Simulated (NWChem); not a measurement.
System: C₃H₅NOSi; SMILES [SiH3]c1cocn1

Computed with NWChem. Structure relaxed at the B3LYP/6-31G* (spherical d) level. Hybrids' shares of exact exchange are those that their runs print; pure functionals count as 0. The functionals differ in more than this share.

```
row               share of exact exchange  orbital gap (eV)
----------------  -----------------------  ----------------
PBE/def2-TZVP                        0.00              5.00
TPSSh/def2-TZVP                      0.10              5.97
B3LYP/def2-TZVP                      0.20              6.60
PBE0/def2-TZVP                       0.25          withheld
PW6B95/def2-TZVP                     0.28              7.21
```

Task: Fit a straight line of the last column on the one before it, predict the withheld value, and compare with the run.

Result: 
1. Means of the 4 shown rows: x = 0.145, y = 6.195. Slope Σ(x − x̄)(y − ȳ)/Σ(x − x̄)² = 0.3427/0.04430 = 7.736; intercept 5.073.
2. The shown rows scatter about the line by 0.074 (root mean square); the largest residual is +0.12, at TPSSh/def2-TZVP.
3. At x = 0.25 (PBE0/def2-TZVP; inside the shown range) the line gives 7.01.
4. The run gives 7.05, +0.04 from the line, 0.5 times the scatter.
